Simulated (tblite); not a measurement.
C4H7F3Si2.
SMILES with atom numbers: `[CH:1]#[C:2][SiH2:3][CH2:4][Si@@H:5]([F:6])[CH:7]([F:8])[F:9]` (hydrogens: H10 on C1; H11, H12 on Si3; H13, H14 on C4; H15 on Si5; H16 on C7)

Structure optimised with GFN2-xTB, isolated species.

**Question.** List the bond lengths, angles and torsions at this level.

**Answer.** 
```json
{"bond": "C1≡C2", "length (bohr)": "2.272"}
{"bond": "C2–Si3", "length (bohr)": "3.498"}
{"bond": "Si3–C4", "length (bohr)": "3.627"}
{"bond": "C4–Si5", "length (bohr)": "3.549"}
{"bond": "Si5–F6", "length (bohr)": "3.062"}
{"bond": "Si5–C7", "length (bohr)": "3.658"}
{"bond": "C7–F8", "length (bohr)": "2.580"}
{"bond": "C7–F9", "length (bohr)": "2.578"}
{"bond": "C1–H10", "length (bohr)": "1.989"}
{"bond": "Si3–H11", "length (bohr)": "2.777"}
{"bond": "Si3–H12", "length (bohr)": "2.762"}
{"bond": "C4–H13", "length (bohr)": "2.060"}
{"bond": "C4–H14", "length (bohr)": "2.063"}
{"bond": "Si5–H15", "length (bohr)": "2.742"}
{"bond": "C7–H16", "length (bohr)": "2.077"}
```

A selection of angles:
```json
{"angle": "C1–C2–Si3", "degrees": "179.7"}
{"angle": "C2–Si3–C4", "degrees": "106.1"}
{"angle": "Si3–C4–Si5", "degrees": "114.8"}
{"angle": "C4–Si5–F6", "degrees": "111.3"}
{"angle": "C4–Si5–C7", "degrees": "109.2"}
{"angle": "F6–Si5–C7", "degrees": "102.3"}
{"angle": "Si5–C7–F8", "degrees": "111.5"}
{"angle": "Si5–C7–F9", "degrees": "111.0"}
{"angle": "F8–C7–F9", "degrees": "105.5"}
```

Torsions: C2–Si3–C4–Si5 -61° (synclinal); Si3–C4–Si5–F6 -176° (antiperiplanar); C4–Si5–C7–F8 -24° (synperiplanar).

The 4 C–Si bonds span 1.851 Å (C2–Si3, drawn single) to 1.936 Å (Si5–C7, drawn single), a spread of 0.085 Å. Si3 (SiH2 silicon) is tetrahedral (angles from 106.1° to 112.0°). Of the pairs four or more bonds apart, Si3···F8 is among the closest relative to their van der Waals radii: 3.72 Å, 104 % of the sum of Bondi's values. Si5 (fluorine-bound silicon) is distorted tetrahedral (angles from 102.3° to 119.2°).

Point group: C1 (no symmetry element, even within 0.4 Å). Its GFN2-xTB frequencies are all real (lowest 18 cm⁻¹). The numbers are those of one conformer. 3 starts were optimised and ended at 0.00, 0.15 and 0.50 kcal/mol (GFN2-xTB); the lowest of these is shown.

These are computed values.
